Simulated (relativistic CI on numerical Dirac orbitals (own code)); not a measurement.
# Spin-allowed bands of a d3 ion in a tetrahedral site, by hand

Problem. Take Δ = 3300 cm⁻¹ and B = 550 cm⁻¹ for a d3 ion in a tetrahedral site. Calculate the three spin-allowed bands.

Working.
1. The terms of highest spin are 4F (energy 0) and 4P (15B = 8250 cm⁻¹). Here the F term splits into A2 at +1.2Δ = 3960, T2 at +0.2Δ = 660 and T1 at −0.6Δ = -1980 cm⁻¹.
2. The two T1 states mix through the element 0.4Δ: H = [[-1980, 1320], [1320, 8250]], with roots ½(H₁₁ + H₂₂) ∓ ½√[(H₂₂ − H₁₁)² + 4H₁₂²] = ½(6270) ∓ ½(10565) = -2148 and 8418 cm⁻¹.
3. The ground term is 4T1 at -2148 cm⁻¹.
4. Bands: 4T2 2808 cm⁻¹ (3562 nm), 4A2 6108 cm⁻¹ (1637 nm), 4T1(P) 10565 cm⁻¹ (947 nm).

Check. Exact diagonalisation of the whole d3 shell with these parameters gives 4T2 2808, 4A2 6108, 4T1 10565 cm⁻¹. The match is exact, since without spin-orbit coupling no other term has this spin. The ratio of the second band to the first, 2.175, depends on Δ/B = 6.0 alone, which is how a Tanabe-Sugano diagram is read.
